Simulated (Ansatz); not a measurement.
System: sum formula H₅SiN₂O, net charge 0, doublet state. It need not be the lowest isomer of its formula. 
Structure (B3LYP-D3(BJ)/def2-TZVP (Ansatz, an electronic-structure program) minimum search):
```
Si
O 1 1.6667
H 2 0.9604 1 116.13
N 1 1.7161 2 101.70 3 -163.11
H 4 1.0074 1 120.04 2 -176.06
H 4 1.0080 5 112.16 1 149.33
N 1 1.7163 2 119.08 3 81.51
H 7 1.0060 1 121.88 2 -88.83
H 7 1.0109 8 112.49 1 -157.60
```
Charge 0, spin multiplicity 2.

Total electronic energies in hartree. Cores are frozen in the correlated levels unless marked. Open shells are spin-unrestricted. No spin-orbit coupling. Non-relativistic. Basis-set limits of correlation are two-point, X^-3; Hartree-Fock from the larger set.

```csv
level,program,energy (Eh)
RI-HF/cc-pV(T+d)Z,Ansatz,-475.77940
RI-HF/cc-pV(Q+d)Z,Ansatz,-475.79998
BLYP/def2-TZVPD,Ansatz,-477.34233
r2SCAN-D3(BJ)/def2-TZVPD,Ansatz + dftd3,-477.27373
r2SCAN-D4/def2-TZVPD,Ansatz + dftd4,-477.27351
B97M-V/def2-TZVPD,Ansatz,-477.27222
B3LYP/def2-TZVPD,Ansatz,-477.41651
BHLYP/def2-TZVPD,Ansatz,-477.29116
HSE06-D4/def2-TZVPD,Ansatz + dftd4,-477.05234
HSE06/def2-TZVPD,Ansatz,-477.04761
B2GP-PLYP-D4/def2-TZVPD,Ansatz + dftd4,-477.06362
MP2/STO-3G,Ansatz,-469.96659
RI-MP2/cc-pV(T+d)Z,Ansatz,-476.55177
CCSD(T)/cc-pV(D+d)Z,Ansatz,-476.34189
"CCSD(T)/CBS(cc-pV(T+d)Z,cc-pV(Q+d)Z)",Ansatz,-476.7201
```

Totals of different functionals don't rank their quality; only differences between species are comparable.
